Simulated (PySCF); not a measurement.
Distances in Å between the heavy atoms of a computed structure (PBE0-D3(BJ)/def2-SVP; lower triangle, same order across):
```
F1    0.00
B2    1.31  0.00
F3    2.25  1.32  0.00
C4    2.54  1.57  2.50  0.00
C5    2.92  2.55  3.76  1.45  0.00
C6    3.64  3.61  4.88  2.66  1.21  0.00
C7    4.80  4.98  6.28  4.11  2.66  1.45  0.00
B8    6.15  6.12  7.35  4.98  3.61  2.55  1.57  0.00
F9    6.45  6.15  7.27  4.80  3.65  2.92  2.54  1.31  0.00
F10   7.27  7.35  8.62  6.28  4.88  3.76  2.50  1.32  2.25  0.00
```

Hydrogens: 2 on C4, 2 on C7.

Neutral, closed shell.

**Question.** Read off the bonds between heavy atoms and their formal orders.

**Answer.** F1–B2 (single); B2–F3 (single); B2–C4 (single); C4–C5 (single); C5–C6 (triple); C6–C7 (single); C7–B8 (single); B8–F9 (single); B8–F10 (single).

**Question.** Write the SMILES.

**Answer.** `FB(F)CC#CCB(F)F`, C4H4B2F4. Among its features: alkyne and three-coordinate boron.

**Question.** Describe the place of each heavy atom.

**Answer.** F1/F3/F9/F10: boron-bound fluorine; B2/B8: three-coordinate boron; C4/C7: sp3 carbon bound to boron; C5/C6: alkyne carbon.

Shape of the structure used: `[F:1][B:2]([F:3])[CH2:4][C:5]#[C:6][CH2:7][B:8]([F:9])[F:10]`: F1–B2–C4–C5 0°, C6–C7–B8–F9 -2°.
